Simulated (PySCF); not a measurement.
An unknown is described by computed data only.

Elements present: C, H, N and S. Monoisotopic mass: 125.0299 u.

- Dipole: 2.95 D [PBE0/pcSseg-1]
- NMR, other nuclei: isotropic shieldings of nuclei other than C and H, by class: -78 (1 N), 490 (1 S) ppm [GIAO PBE0/pcSseg-1]
- 13C NMR: chemical shifts (computed TMS as zero) by class: 157.1 (1 C), 155.0 (2 C), 122.7 (2 C), 16.3 (1 C) ppm [GIAO PBE0/pcSseg-1]
- Rotational structure: rotational constants A, B, C: 4.421, 1.168, 0.930 GHz [PBE0-D3(BJ)/def2-SVP]
- 1H NMR: chemical shifts (computed TMS as zero) by class: 8.52 (2 H), 6.81 (2 H), 2.26 (3 H) ppm [GIAO PBE0/pcSseg-1]

Gas-phase values; electronic properties from PySCF, density fitting. Levels stand in brackets. Geometry: PBE0-D3(BJ)/def2-SVP, one conformer, isolated molecule. Each NMR value is the plain mean over a class of atoms that symmetry, rotation or inversion makes alike.

Problem. Which formula fits the mass and the elements?

Solution. C6H7NS (calculated 125.0299). No other formula that holds each of these elements comes within 0.0003 u with a fitting electron parity and a possible valence count.

Problem. What is the compound? Reason from the data.

Solution. Numbering: `[CH3:1][S:2][c:3]1[cH:4][cH:5][n:6][cH:7][cH:8]1`. Its formula, C6H7NS, gives 4 degrees of unsaturation: 1 ring and 3 π bonds in the structure found (Kekulé form). 6 carbons fall into 4 classes; from least to most shielded: substituted aromatic carbon [C3] (157.1 ppm), aromatic CH next to a ring nitrogen [C5/C7] (155.0 ppm, 2 C), aromatic CH carbon [C4/C8] (122.7 ppm, 2 C, up to 5.6 ppm apart in this geometry), S-methyl carbon [C1] (16.3 ppm). Hydrogen classes from least to most shielded: 2 H on 2 like atoms (aromatic CH next to a ring nitrogen), C5/C7 (8.52 ppm), 2 H on 2 aromatic CH carbons, C4/C8 (6.81 ppm), 3 H on an S-methyl carbon, C1 (2.26 ppm). The other shieldings belong to: -78 ppm, pyridine-type nitrogen [N6]; 490 ppm, sulfide sulfur [S2]. The optimised geometry has point group Cs and is an asymmetric top. Structure: `CSc1ccncc1`. The assignments are read from this structure; whether some other isomer fits the data as well wasn't checked.

Shape of the structure used: `[CH3:1][S:2][c:3]1[cH:4][cH:5][n:6][cH:7][cH:8]1`: C1–S2–C3–C4 -1°.
